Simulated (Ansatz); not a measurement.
Reactions of CH₈AlFSi₂ (`F[CH2][Al]([SiH3])[SiH3]`).

Calculated with Ansatz (gas phase, PBE0-D4/def2-TZVP geometries, no zero-point term in ΔE). CCSD(T)/CBS is the MP2 limit (def2-TZVPP, def2-QZVPP) plus CCSD(T) − MP2 in def2-TZVPP, frozen cores. This one scheme is used for every species. Double bonds are as drawn, so ΔE can hold a change between cis and trans. One conformer a species, not always the lowest.

Order these by ΔE at CCSD(T)/CBS, lowest first. (Best estimate.)
A. `F[CH2][Al]([SiH3])[SiH3]` + `CC(=N)O` → `C/C(O)=N\[SiH3]` + `F[CH2][AlH][SiH3]`
B. `F[CH2][Al]([SiH3])[SiH3]` + `O[Si](O)(F)Cl` → `O[Si](F)(Cl)O[SiH3]` + `F[CH2][AlH][SiH3]`
C. `F[CH2][Al]([SiH3])[SiH3]` + `C=C(O)[SiH3]` → `O/C([SiH3])=C/[SiH3]` + `F[CH2][AlH][SiH3]`
D. `F[CH2][Al]([SiH3])[SiH3]` + `O[Si]O[SiH3]` → `[SiH3]O[Si]O[SiH3]` + `F[CH2][AlH][SiH3]`

B (-93.4 kJ/mol), D (-84.5 kJ/mol), A (-34.0 kJ/mol), C (+2.5 kJ/mol).

Largest T1 diagnostic: 0.014, for `O[Si]O[SiH3]`.
